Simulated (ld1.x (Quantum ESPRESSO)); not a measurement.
# Plane-wave convergence, TM potential for gallium (Ga)

```
Element                 : Ga
Generator               : ld1.x (Quantum ESPRESSO) 7.5
Type                    : norm-conserving Troullier–Martins (Kleinman–Bylander form)
Functional              : LDA (PZ)
Relativity              : scalar-relativistic
Frozen core             : [Ar] 3d10
Valence charge          : 3
Reference configuration : 4s1.5 4p0 (charge +1.5)
Partial waves           : 4s (bound): rc 1.45 bohr; 4p (bound, empty): rc 1.60 bohr
Local potential         : all-electron potential smoothed inside 1.35 bohr (lloc = -2)
Core correction         : a·sin(br)/r model core, default radius (core density twice the valence density)
```

The pseudo-atom Hamiltonian at the reference potential is diagonalised in spherical Bessel functions j_l(qr) that vanish at 20 bohr, with q² up to the cutoff. All-electron valence levels (Ry): 4s -1.5783, 4p -0.9969.

Question: How do the lowest levels (Ry) of each channel move with the cutoff, and are there ghosts?

Answer:

```tsv
cutoff (Ry)	s #1	s #2	p #1	p #2	d #1	d #2	f #1	f #2	Σ f·Δε (mRy)
8	-1.5394	-0.4551	-0.9827	-0.3199	-0.4551	-0.1906	-0.1503	-0.0532	58.3
12	-1.5603	-0.4585	-0.9853	-0.3203	-0.4684	-0.1943	-0.1503	-0.0533	27.0
21	-1.5639	-0.4598	-0.9865	-0.3205	-0.4768	-0.1967	-0.1504	-0.0533	21.6
30	-1.5720	-0.4632	-0.9919	-0.3221	-0.4779	-0.1970	-0.1504	-0.0533	9.4
40	-1.5761	-0.4647	-0.9958	-0.3231	-0.4780	-0.1970	-0.1504	-0.0533	3.2
50	-1.5763	-0.4647	-0.9964	-0.3233	-0.4780	-0.1970	-0.1504	-0.0533	3.0
70	-1.5778	-0.4653	-0.9967	-0.3234	-0.4780	-0.1970	-0.1504	-0.0533	0.8
90	-1.5780	-0.4653	-0.9969	-0.3234	-0.4780	-0.1970	-0.1504	-0.0533	0.4
400	-1.5783	-0.4654	-0.9969	-0.3234	-0.4780	-0.1970	-0.1504	-0.0533	0.0
```

Result: no extra level below or beside the all-electron valence levels (s, p, d, f tested); 10 mRy is reached at 30 Ry and 1 mRy at 70 Ry.
